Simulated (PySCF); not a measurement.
Vertical excitations of a molecule C3H7O, multiplicity 2 from TDA-PBE/def2-SVPD (PySCF), as energy in eV (oscillator strength): 0.53 (0.000), 3.69 (0.000), 3.83 (0.003), 4.21 (0.026), 4.44 (0.002), 5.57 (0.010), 5.64 (0.000), 5.80 (0.008), 6.16 (0.012), 6.69 (0.017). Geometry: PBE-D3(BJ)/def2-SVP. Other conformers were not sampled.

Question: Which molecule gave these data?
(A) CC(C)[O]
(B) [CH2]C(C)O
(C) C[CH]CO
(D) [CH2]COC

Answer: A, CC(C)[O]
